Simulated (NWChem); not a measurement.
Species: MoH6O2; SMILES [OH][MoH4][OH]

```xyz
9

Mo    -0.1503     0.0495     0.0000
O      0.6437     0.0195    -1.6951
H      0.4171    -0.4080    -2.5277
O      0.6437     0.0195     1.6951
H      0.4171    -0.4080     2.5277
H     -1.4399    -0.5409     0.8338
H     -0.4645    -1.5589     0.0000
H     -1.4778     1.0660     0.0000
H     -1.4399    -0.5409    -0.8338
```
Atoms are numbered in this order, from 1.

All runs: NWChem. Medium grid unless said otherwise, to which SCAN and Minnesota functionals are sensitive. The geometry was optimised at PBE0/def2-SVP. def2 effective core potentials on Mo; no spin-orbit coupling. Hybrids' shares of exact exchange are those that their runs print; pure functionals count as 0. The functionals differ in more than this share.

```csv
row,share of exact exchange,highest occupied level (eV)
PBE/def2-SVP,0.00,-6.27
M06-L/def2-SVP,0.00,-6.54
B3LYP/def2-SVP,0.20,-7.43
PBE0/def2-SVP,0.25,-7.66
MPW1K/def2-SVP,0.43,-8.71
MN15/def2-SVP,0.44,-8.30
M05-2X/def2-SVP,0.56,withheld
Hartree-Fock/def2-SVP,1.00,-10.99
```

Q: Fit a straight line of the last column on the one before it, predict the withheld value, and compare with the run.

A: 
1. Means of the 7 shown rows: x = 0.331, y = -7.986. Slope Σ(x − x̄)(y − ȳ)/Σ(x − x̄)² = -3.261/0.7121 = -4.580; intercept -6.468.
2. The shown rows scatter about the line by 0.151 (root mean square); the largest residual is -0.27, at MPW1K/def2-SVP.
3. At x = 0.56 (M05-2X/def2-SVP; inside the shown range) the line gives -9.03.
4. The run gives -9.05, -0.02 from the line, 0.1 times the scatter.
